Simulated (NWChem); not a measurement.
Molecule: CH$_{5}$NOSi, singlet; SMILES CO[Si]N

```xyz
9

Si     0.7469    -0.8109     0.0000
O      0.6334     0.8613     0.0000
C     -0.4772     1.7073     0.0000
H     -1.1118     1.5604     0.8940
H     -0.1367     2.7545     0.0000
H     -1.1118     1.5604    -0.8940
N     -0.9189    -1.2741     0.0000
H     -1.7423    -0.6787     0.0000
H     -1.1739    -2.2566     0.0000
```
Atoms are numbered in this order, from 1.

Computed with NWChem. Geometry optimised at PBE0/def2-SVP; all other runs use it. Low-valent species are run as closed-shell singlets; no triplet was tried in these runs.

```
quantity                                                                    level  value
-------------------------------------------------------  ------------------------  -----
vertical ionisation energy, ΔSCF (eV)                                PBE/def2-SVP   8.86
vertical, lowest excitation, singlet (eV)                CAM-B3LYP/def2-SVPD, TDA   5.60
cavity-dispersion-structure term (kcal/mol) in n-hexane        PBE0/def2-SVP, SMD   -0.3
isotropic polarisability (bohr³), static                      CAM-B3LYP/def2-SVPD   55.6
dipole (D)                                                          PBE0/def2-SVP   3.10
highest harmonic frequency (cm⁻¹)                                   PBE0/def2-SVP   3693
```
